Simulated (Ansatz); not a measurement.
**Reading a saddle point**

A first-order saddle point of SiH6ClOF, closed shell, PBE0-D4/def2-TZVP, with one imaginary mode of 353i cm⁻¹:

| atom | x (Å) | y (Å) | z (Å) |
| --- | --- | --- | --- |
| Si1 | -1.2932 | 0.3704 | 0.6070 |
| Cl2 | 0.1569 | 1.4972 | -0.8941 |
| H3 | -1.9364 | -0.5975 | -0.3092 |
| H4 | -1.5809 | 0.0824 | 2.0433 |
| H5 | -2.0279 | 1.6623 | 0.4749 |
| H6 | 1.1880 | -0.7588 | 0.1307 |
| F7 | 0.1981 | -0.6147 | 0.9133 |
| H8 | 1.4910 | 0.2648 | -0.9921 |
| O9 | 1.9429 | -0.6130 | -0.6470 |
| H10 | 1.8614 | -1.2930 | -1.3267 |

Computed with Ansatz 0.2.0 (basis: def2-TZVPP and def2-QZVPP); correlated methods freeze the cores. Extrapolation: Hartree–Fock as exp(−7.88 √X), correlation as X^−2.97.

Question: Which contacts change along the imaginary mode, and what lies on either side? (Judge from chemistry; the calculation decides.)

Answer: By the calculation: The step is SiH₃Cl ([SiH3][Cl]) + H₂O + HF → SiH₃F ([F][SiH3]) + HCl + H₂O, with the molecules in contact on both sides. Shortening one way: Si1–F7, Cl2–H8, H6–O9; lengthening the same way: Si1–Cl2, H6–F7, H8–O9.
```
   pair  one side (Å)  saddle (Å)  other side (Å)
 Si1–F7          3.17        1.81            1.62
 Cl2–H8          2.39        1.82            1.32
  H6–O9          1.61        1.09            0.97
Si1–Cl2          2.08        2.37            3.72
  H6–F7          0.95        1.27            1.94
  H8–O9          0.97        1.05            1.70
```

Question: Which side is lower, and how far does the saddle lie above each? (Judge from chemistry; the value comes from the calculation.)

Answer: Computed: The side with Si1–F7, Cl2–H8, H6–O9 short is lower by 4.89 kcal/mol; the saddle lies 29.25 kcal/mol above it and 24.35 kcal/mol above the other (CCSD(T) at an estimated basis limit (MP2 extrapolated from triple and quadruple zeta, plus CCSD(T) − MP2 in triple zeta); electronic energies).

No T1 diagnostic of these runs exceeds 0.011.

Labels in which every atom is bracketed show which atoms are joined, not bond orders.

For scale, one of the runs: CCSD(T)/def2-TZVPP, 230 basis functions, launched by `ansatz run in.yaml --threads 4 --pin off --events-out ev --progress --plain --max-ram 9574MiB`. The run took 100 s on 4 CPU threads of an Arm Neoverse V2 (shared host), with 3.9 GiB of host memory at its peak.
